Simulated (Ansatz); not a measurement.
Program: Ansatz. Geometries: PBE0-D4/def2-TZVP. ΔE: electronic, gas phase. CCSD(T)/CBS is the MP2 limit (def2-TZVPP, def2-QZVPP) plus CCSD(T) − MP2 in def2-TZVPP, frozen cores. This one scheme is used for every species. Functionals use def2-TZVPP. B3LYP here is the variant with VWN-RPA as its local correlation; programs differ in this. HSE06 is defined as in plane-wave codes. For Ga, Se outer-core shells are correlated without core-valence functions, which leaves a few kJ/mol of doubt a bond. Scalar relativity is left out up to krypton. One conformer a species, not always the lowest.

Reaction (ligand exchange at a Ga–O bond): `C[O][Ga]([F])[SH]` + H₂Se → `[F][Ga]([SH])[SeH]` + CH₃OH

```json
{"level": "LDA (SPW92)", "ΔE (kcal/mol)": "-12.6", "difference from CCSD(T)/CBS": "-0.1"}
{"level": "PBE-D4", "ΔE (kcal/mol)": "-13.7", "difference from CCSD(T)/CBS": "-1.2"}
{"level": "revPBE-D4", "ΔE (kcal/mol)": "-13.3", "difference from CCSD(T)/CBS": "-0.8"}
{"level": "BLYP-D4", "ΔE (kcal/mol)": "-11.6", "difference from CCSD(T)/CBS": "0.9"}
{"level": "r2SCAN-D4", "ΔE (kcal/mol)": "-12.6", "difference from CCSD(T)/CBS": "-0.1"}
{"level": "B97M-V", "ΔE (kcal/mol)": "-11.3", "difference from CCSD(T)/CBS": "1.2"}
{"level": "PBE0-D4", "ΔE (kcal/mol)": "-14.4", "difference from CCSD(T)/CBS": "-1.9"}
{"level": "B3LYP-D4", "ΔE (kcal/mol)": "-12.4", "difference from CCSD(T)/CBS": "0.1"}
{"level": "r2SCANh-D4", "ΔE (kcal/mol)": "-13.0", "difference from CCSD(T)/CBS": "-0.5"}
{"level": "r2SCAN0-D4", "ΔE (kcal/mol)": "-13.6", "difference from CCSD(T)/CBS": "-1.1"}
{"level": "HSE06-D4", "ΔE (kcal/mol)": "-14.5", "difference from CCSD(T)/CBS": "-2.0"}
{"level": "BHLYP-D4", "ΔE (kcal/mol)": "-13.1", "difference from CCSD(T)/CBS": "-0.6"}
{"level": "CAM-B3LYP-D4", "ΔE (kcal/mol)": "-11.0", "difference from CCSD(T)/CBS": "1.5"}
{"level": "ωB97X-V", "ΔE (kcal/mol)": "-11.5", "difference from CCSD(T)/CBS": "1.0"}
{"level": "B2PLYP", "ΔE (kcal/mol)": "-11.6", "difference from CCSD(T)/CBS": "0.9"}
{"level": "PBE-QIDH", "ΔE (kcal/mol)": "-13.4", "difference from CCSD(T)/CBS": "-0.9"}
{"level": "PBE", "ΔE (kcal/mol)": "-13.6", "difference from CCSD(T)/CBS": "-1.1"}
{"level": "revPBE", "ΔE (kcal/mol)": "-13.9", "difference from CCSD(T)/CBS": "-1.4"}
{"level": "BLYP", "ΔE (kcal/mol)": "-11.7", "difference from CCSD(T)/CBS": "0.8"}
{"level": "r2SCAN", "ΔE (kcal/mol)": "-12.6", "difference from CCSD(T)/CBS": "-0.1"}
{"level": "PBE0", "ΔE (kcal/mol)": "-14.4", "difference from CCSD(T)/CBS": "-1.9"}
{"level": "B3LYP", "ΔE (kcal/mol)": "-12.3", "difference from CCSD(T)/CBS": "0.2"}
{"level": "r2SCANh", "ΔE (kcal/mol)": "-13.1", "difference from CCSD(T)/CBS": "-0.6"}
{"level": "r2SCAN0", "ΔE (kcal/mol)": "-13.6", "difference from CCSD(T)/CBS": "-1.1"}
{"level": "HSE06", "ΔE (kcal/mol)": "-14.4", "difference from CCSD(T)/CBS": "-1.9"}
{"level": "BHLYP", "ΔE (kcal/mol)": "-12.5", "difference from CCSD(T)/CBS": "0.0"}
{"level": "CAM-B3LYP", "ΔE (kcal/mol)": "-10.9", "difference from CCSD(T)/CBS": "1.6"}
{"level": "LC-ωPBE", "ΔE (kcal/mol)": "-11.9", "difference from CCSD(T)/CBS": "0.6"}
{"level": "RPA@PBE/def2-TZVPP", "ΔE (kcal/mol)": "-10.2", "difference from CCSD(T)/CBS": "2.3"}
{"level": "HF/def2-SVP", "ΔE (kcal/mol)": "-10.7", "difference from CCSD(T)/CBS": "1.8"}
{"level": "MP2/def2-SVP", "ΔE (kcal/mol)": "-9.0", "difference from CCSD(T)/CBS": "3.5"}
{"level": "CCSD/def2-SVP", "ΔE (kcal/mol)": "-8.6", "difference from CCSD(T)/CBS": "3.9"}
{"level": "CCSD(T)/def2-SVP", "ΔE (kcal/mol)": "-8.5", "difference from CCSD(T)/CBS": "4.0"}
{"level": "HF/def2-TZVPP", "ΔE (kcal/mol)": "-12.2", "difference from CCSD(T)/CBS": "0.3"}
{"level": "MP2/def2-TZVPP", "ΔE (kcal/mol)": "-11.8", "difference from CCSD(T)/CBS": "0.7"}
{"level": "SCS-MP2/def2-TZVPP", "ΔE (kcal/mol)": "-10.8", "difference from CCSD(T)/CBS": "1.7"}
{"level": "CCSD/def2-TZVPP", "ΔE (kcal/mol)": "-11.2", "difference from CCSD(T)/CBS": "1.3"}
{"level": "MP2/def2-QZVPP", "ΔE (kcal/mol)": "-12.4", "difference from CCSD(T)/CBS": "0.1"}
{"level": "SCS-MP2/def2-QZVPP", "ΔE (kcal/mol)": "-11.4", "difference from CCSD(T)/CBS": "1.1"}
{"level": "MP2/CBS(def2)", "ΔE (kcal/mol)": "-13.1", "difference from CCSD(T)/CBS": "-0.6"}
{"level": "CCSD(T)/CBS", "ΔE (kcal/mol)": "-12.5", "difference from CCSD(T)/CBS": "0"}
```

Largest T1 diagnostic among the species: 0.014.

From r2SCAN to r2SCAN0 (25 % exact exchange), in def2-TZVPP and without D4, ΔE moves by −1.0 kcal/mol. Leaving LDA and LC-ωPBE aside and taking each functional with its dispersion term where it has one, the values spread over 3.5 kcal/mol, from HSE06-D4 to CAM-B3LYP-D4. LDA lies +1.0 kcal/mol from PBE without D4. At CCSD(T), def2-SVP lies +4.0 kcal/mol from the extrapolated value and def2-TZVPP +1.3 kcal/mol.
